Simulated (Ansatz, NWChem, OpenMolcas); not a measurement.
How basis sets differ on AlGeNH4O (SMILES [NH2][GeH]1[O][AlH]1)

AlGeNH4O has 8 atoms, charge 0, and is taken as a singlet. SMILES: `[NH2][GeH]1[O][AlH]1`. Geometry: relaxed at PBE0-D4/def2-TZVP. This is one conformer, not always the lowest.

Each level gives the HOMO–LUMO gap (eV). The values are calculated.

| level | kind | program | value (eV) | CPU time |
| --- | --- | --- | --- | --- |
| HF/ANO-R0 (sfX2C) | Hartree–Fock | OpenMolcas | 10.14 | 3.6 s |
| HF/STO-3G | Hartree–Fock | NWChem | 11.97 | 11 s |
| HF/3-21G | Hartree–Fock | NWChem | 10.08 | 13 s |
| HF/6-31G* (spherical functions) | Hartree–Fock | Ansatz | 10.06 | 3.2 s |
| HF/6-31G* (RICD fitting, Cartesian functions) | Hartree–Fock | OpenMolcas | 10.06 | 4.1 s |

All-electron rows without a relativistic Hamiltonian named are non-relativistic. The values span 10.06 to 11.97 eV. A Hartree–Fock LUMO above zero doesn't converge with the basis: it sinks as sets grow more diffuse. Orbital gaps aren't excitation energies. Times are those of the runs behind each value, whatever else they computed, on shared processors of several kinds: orders of magnitude only.
